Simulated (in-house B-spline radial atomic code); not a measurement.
Orbital energies and mean radii along the 32-electron series, configuration [Ar] 3d10 4s2 4p2. The effective charge is n√(-2ε), a non-relativistic measure. Computed with a B-spline radial code for spherical atoms: non-relativistic Hartree-Fock, average of the configuration, point nuclei.

This level leaves out relativity, spin-orbit splitting included, which matters for heavy ions.

```json
{"ion": "Sn18+", "Z": "50", "energy of 2s (Eh)": "-174.65", "mean radius of 2s (bohr)": "0.13109", "energy of 3d (Eh)": "-36.103", "mean radius of 3d (bohr)": "0.30838", "energy of 4p (Eh)": "-18.188", "mean radius of 4p (bohr)": "0.76677", "energy of 4s (Eh)": "-19.677", "mean radius of 4s (bohr)": "0.75266", "effective charge of 2s": "37.379"}
{"ion": "Sb19+", "Z": "51", "energy of 2s (Eh)": "?", "mean radius of 2s (bohr)": "?", "energy of 3d (Eh)": "?", "mean radius of 3d (bohr)": "?", "energy of 4p (Eh)": "?", "mean radius of 4p (bohr)": "?", "energy of 4s (Eh)": "?", "mean radius of 4s (bohr)": "?", "effective charge of 2s": "?"}
{"ion": "Te20+", "Z": "52", "energy of 2s (Eh)": "?", "mean radius of 2s (bohr)": "?", "energy of 3d (Eh)": "?", "mean radius of 3d (bohr)": "?", "energy of 4p (Eh)": "?", "mean radius of 4p (bohr)": "?", "energy of 4s (Eh)": "?", "mean radius of 4s (bohr)": "?", "effective charge of 2s": "?"}
{"ion": "I21+", "Z": "53", "energy of 2s (Eh)": "-203.14", "mean radius of 2s (bohr)": "0.12312", "energy of 3d (Eh)": "-45.49", "mean radius of 3d (bohr)": "0.28271", "energy of 4p (Eh)": "-23.239", "mean radius of 4p (bohr)": "0.69367", "energy of 4s (Eh)": "-24.925", "mean radius of 4s (bohr)": "0.685", "effective charge of 2s": "40.313"}
{"ion": "Xe22+", "Z": "54", "energy of 2s (Eh)": "-213.14", "mean radius of 2s (bohr)": "0.12068", "energy of 3d (Eh)": "-48.844", "mean radius of 3d (bohr)": "0.2751", "energy of 4p (Eh)": "-25.05", "mean radius of 4p (bohr)": "0.67243", "energy of 4s (Eh)": "-26.802", "mean radius of 4s (bohr)": "0.66518", "effective charge of 2s": "41.293"}
{"ion": "Cs23+", "Z": "55", "energy of 2s (Eh)": "-223.4", "mean radius of 2s (bohr)": "0.11833", "energy of 3d (Eh)": "-52.311", "mean radius of 3d (bohr)": "0.2679", "energy of 4p (Eh)": "-26.924", "mean radius of 4p (bohr)": "0.65252", "energy of 4s (Eh)": "-28.741", "mean radius of 4s (bohr)": "0.64653", "effective charge of 2s": "42.275"}
```

Question: Fill in the row of Sb19+.

Answer: energy of 2s (Eh): -183.9; mean radius of 2s (bohr): 0.12832; energy of 3d (Eh): -39.12; mean radius of 3d (bohr): 0.29931; energy of 4p (Eh): -19.808; mean radius of 4p (bohr): 0.74066; energy of 4s (Eh): -21.363; mean radius of 4s (bohr): 0.7286; effective charge of 2s: 38.356.

Question: Fill in the row of Te20+.

Answer: energy of 2s (Eh): -193.39; mean radius of 2s (bohr): 0.12567; energy of 3d (Eh): -42.249; mean radius of 3d (bohr): 0.29076; energy of 4p (Eh): -21.492; mean radius of 4p (bohr): 0.71635; energy of 4s (Eh): -23.112; mean radius of 4s (bohr): 0.7061; effective charge of 2s: 39.334.

Question: How does the screening of 2s change?

Answer: Z less the effective charge goes from 12.62 at Z = 50 to 12.73 at Z = 55.
